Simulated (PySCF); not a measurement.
A structure optimised at B3LYP-D3(BJ)/def2-SVP, used in a PySCF frequency run:

```xyz
5

Ti     0.0000     0.0000     0.0000
I      2.0759    -1.1985    -0.8475
I      0.0000     2.3970    -0.8475
I     -2.0759    -1.1985    -0.8475
I      0.0000     0.0000     2.5424
```
Charge 0, spin multiplicity 1.

Question: Write its SMILES, formula and point group.

Answer: [I][Ti]([I])([I])[I], I4Ti, C3v

Question: What are its rotational constants (standard atomic weights)?

Answer: 0.23104, 0.23104, 0.23104 GHz
